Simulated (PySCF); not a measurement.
A spin–spin coupling run with PySCF (density fitting, non-relativistic, gas phase) on `InChI=1S/C7H8/c1-2-4-6-7-5-3-1/h1-6H,7H2`:

```
{"job": {"kind": "j", "xc": "B3LYP", "basis": "pcJ-1"}, "charge": 0, "multiplicity": 1}
C      1.192894    -1.022192    -0.126198
C      1.477980     0.311459    -0.203775
C      0.587270     1.383087     0.168163
C     -0.760143     1.342119     0.067136
C     -1.456983     0.214078    -0.632550
C     -1.263868    -1.014576     0.204608
C     -0.048045    -1.589465     0.341207
H      2.018958    -1.720037    -0.299758
H      2.512444     0.588094    -0.433681
H      1.051925     2.283028     0.585660
H     -1.357156     2.155248     0.492529
H     -2.522084     0.433014    -0.784501
H     -0.995310     0.057472    -1.625404
H     -2.130085    -1.460932     0.703605
H      0.019536    -2.548190     0.866914
```

Hardware: 1 thread of an Arm Neoverse V2, shared host. The job also computes field gradients.

(1) How large is the calculation?

(2) How long does it take?

(3) And these other runs on the same molecule and hardware: GIAO shielding at HF/pcSseg-2; GIAO shielding at PBE0/pcSseg-1?

Answers

(1) 50 electrons, 269 basis functions and 949 auxiliary functions.

(2) 44 s of wall time, with 14 SCF cycles. Times on a shared host scatter by some tens of per cent.

(3) HF/pcSseg-2: 364 functions, 31 s; PBE0/pcSseg-1: 159 functions, 14 s.
